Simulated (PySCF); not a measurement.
## 2 BF₂ → BF + BF₃

Level: PBE0 in the def2-TZVP basis family, all electrons, no relativity, computed in PySCF with density fitting; open shells unrestricted.

```csv
species,state and structure,E (Eh),ZPE (kJ/mol),H(298 K) − H(0) (kJ/mol),S° (J/(mol K))
BF₂,"doublet, C2v, B–F 1.306 Å (×2); F–B–F 121.1°",-224.44583,18.7,10.5,246.6
BF,"singlet, C∞v, B–F 1.263 Å",-124.58024,8.5,8.7,200.6
BF₃,"singlet, D3h, B–F 1.311 Å (×3)",-324.38970,32.8,11.7,254.6
```

What is the electronic reaction energy?

At PBE0/def2-TZVP, ΔE = -205.5 kJ/mol from the differences of the total energies times 2625.5, downhill. The bond broken in BF₂ is weaker than the one that a second molecule gains.

Add zero-point, thermal and entropy terms for 298.15 K and 1 bar.

ΔZPE = 3.9 and Δ[H(298) − H(0)] = -0.6 kJ/mol give ΔH° = -202.2 kJ/mol. ΔS° = -38.0 J/(mol K), so ΔG° = -202.2 − 298.15 × (-0.0380) = -191 kJ/mol.

Only the bonding shown was studied: isomers, or loss of a ligand pair, can lie lower.
